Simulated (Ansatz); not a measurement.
Computed with Ansatz on PBE0-D4/def2-TZVP structures; ΔE is electronic, products minus reactants. CCSD(T)/CBS adds triple-zeta CCSD(T) − MP2 to the extrapolated MP2 energy (def2 sets, frozen cores). Functionals use def2-TZVPP. For Ge outer-core shells are correlated without core-valence functions, which leaves a few kJ/mol of doubt a bond. Scalar relativity is left out up to krypton. One conformer a species, not always the lowest.

Consider the isomerisation: `[SiH3][CH]1[NH][GeH2]1` → `C=N[SiH2][GeH3]`.

```csv
species,PBE energy (Eh)
`[SiH3][CH]1[NH][GeH2]1`,-2462.95713
`C=N[SiH2][GeH3]`,-2462.99751
```

Q: Work out ΔE.

A: ΔE = (-2462.99751) − (-2462.95713) = -0.04038 Eh = -106.0 kJ/mol. CCSD(T)/CBS gives -100.2 kJ/mol.

Largest T1 diagnostic among the species: 0.013.

In def2-TZVPP, CCSD(T) changes the Hartree–Fock value by +45.7 kJ/mol (the triples alone add +5.6 kJ/mol) and MP2 by +60.8 kJ/mol.
